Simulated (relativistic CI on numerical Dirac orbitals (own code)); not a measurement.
Computed by Dirac-Coulomb-Breit CI, KLI orbitals optimised for each configuration, model QED (radiative potential, 1s self-energy scaled to tabulated hydrogen-like ionisation energies), valence Slater integrals scaled by 0.85, P86 correlation estimate, and configurations built on the next ion tied to the tabulated ionisation energy (semi-empirical) (own radial code, finite nucleus).

Configurations in the expansion (outside the closed core [Kr]): 4d10 5s, 4d10 5p, 4d10 5d, 4d10 6s, 4d10 4f, 4d10 5f, 4d9 5s2, 4d10 6p, 4d10 7s, 4d10 6d, 4d10 7p, 4d9 5s 4f, 4d10 5g, 4d8 5s 5p2, 4d9 5s 5p, 4d10 7d, 4d9 5p2, 4d10 6f, 4d9 5p 5d, 4d9 5s 6p, 4d8 5s2 5p. Levels of other configurations are missing.

Configurations that consist of the next ion and one excited electron were tied to the tabulated ionisation energy; Rydberg ones are usually within 1,000 to 3,000 cm⁻¹ and the lowest ones within about 6,000 (9,000 in d shells), while levels on excited terms of the next ion carry the error of that term, and the other configurations can be misplaced by 10,000 cm⁻¹ or more. Rates follow the energies as ν³ (E1, M1) or ν⁵ (E2), so rates, branching and lifetimes can be off by large factors. The fine structure of a lone outer electron comes out too small, for d and f at times inverted, and misplaced configurations move strength between like terms. 16 of the 17 excited levels that our extract of the measured tables holds in this range could be paired (the sources list more); they are missed by 1585 cm⁻¹ on average and 4703 at most, and levels without a partner can miss by more.

Outline of the computed level scheme of In III. Lowest level of each configuration: 4d10 5s 2S_1/2 at 0.0000 eV; 4d10 5p 2P°_1/2 at 7.6726 eV; 4d9 5s2 2D_5/2 at 14.6347 eV; 4d10 6s 2S_1/2 at 15.9090 eV; 4d10 5d 2D_3/2 at 16.0495 eV; 4d10 6p 2P°_1/2 at 18.0590 eV; 4d9 5s 5p 4P°_5/2 at 20.0513 eV; 4d10 4f 2F°_5/2 at 20.2520 eV; 4d10 7s 2S_1/2 at 21.0919 eV.

Some strong electric-dipole decays among the lowest 32 levels: 4d10 5d 2D_5/2 → 4d10 5p 2P°_3/2 (1.7e+09 s⁻¹); 4d10 5d 2D_3/2 → 4d10 5p 2P°_1/2 (1.5e+09 s⁻¹); 4d10 5p 2P°_3/2 → 4d10 5s 2S_1/2 (1.1e+09 s⁻¹); 4d10 6s 2S_1/2 → 4d10 5p 2P°_3/2 (9.3e+08 s⁻¹); 4d10 5p 2P°_1/2 → 4d10 5s 2S_1/2 (9.1e+08 s⁻¹); 4d10 4f 2F°_7/2 → 4d10 5d 2D_5/2 (6.6e+08 s⁻¹); 4d10 4f 2F°_5/2 → 4d10 5d 2D_3/2 (5.9e+08 s⁻¹); 4d10 6s 2S_1/2 → 4d10 5p 2P°_1/2 (4.7e+08 s⁻¹).

Rates of lines that live on the mixing of spin multiplicities can be off by large factors.

LS names give the leading component of a level, which can be under half, so a name can repeat, a term be missing and a line seem to break the LS rules.
